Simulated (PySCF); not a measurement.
Estimate the missing entries of this data sheet.

Compound: ethyl 4,4,4-trifluorobut-2-ynoate, C6H5F3O2.
InChI=1S/C6H5F3O2/c1-2-11-5(10)3-4-6(7,8)9/h2H2,1H3

Conformer (atom-mapped SMILES and torsion angles): `[CH3:1][CH2:2][O:3][C:4](=[O:5])[C:6]#[C:7][C:8]([F:9])([F:10])[F:11]`: C1–C2–O3–C4 84°, C2–O3–C4–O5 1°.

```tsv
property	level	value
point group of the GFN2-xTB geometry	GFN2-xTB	C1
rotational constants A, B, C of the GFN2-xTB geometry	GFN2-xTB	?
dipole moment	PBE0/pcSseg-1	?
HOMO energy	PBE0/pcSseg-1	-8.88 eV
LUMO energy	PBE0/pcSseg-1	?
13C chemical shifts (computed TMS as zero) by class	GIAO PBE0/pcSseg-1	?
1H chemical shifts (computed TMS as zero) by class	GIAO PBE0/pcSseg-1	?
isotropic shieldings of nuclei other than C and H, by class	GIAO PBE0/pcSseg-1	?
```

Electronic properties: PySCF, gas phase, density fitting. NMR classes are plain means over equivalent atoms (diastereotopic ones count apart unless rotation or inversion swaps them), as if these changed places fast; in this geometry the members of some classes differ.

What are the rotational constants A, B, C of the GFN2-xTB geometry?

2.928, 0.383, 0.371 GHz.

What is the LUMO energy?

-2.02 eV.

The 1H chemical shifts (computed TMS as zero) by class?

4.55 (2 H), 1.37 (3 H) ppm.

What are the isotropic shieldings of nuclei other than C and H, by class?

-121 (1 O), 106 (1 O), 235 (3 F) ppm.

What are the 13C chemical shifts (computed TMS as zero) by class?

157.5 (1 C), 123.5 (1 C), 84.8 (1 C), 76.1 (1 C), 64.7 (1 C), 16.4 (1 C) ppm.

What is the dipole moment?

3.55 D.

The rotational constants make it an asymmetric top with κ = (2B − A − C)/(A − C) = -0.99, nearer the prolate limit (−1). The dipole equals about 11.9 × 10⁻³⁰ C·m (1 D = 3.33564 × 10⁻³⁰ C·m). With B = h/(8π²I), that is 505.379 GHz u Å² over I, the principal moments of inertia are 172.6, 1320.8 and 1361.5 u Å² (most abundant isotopes).

One conformer stands for the species.
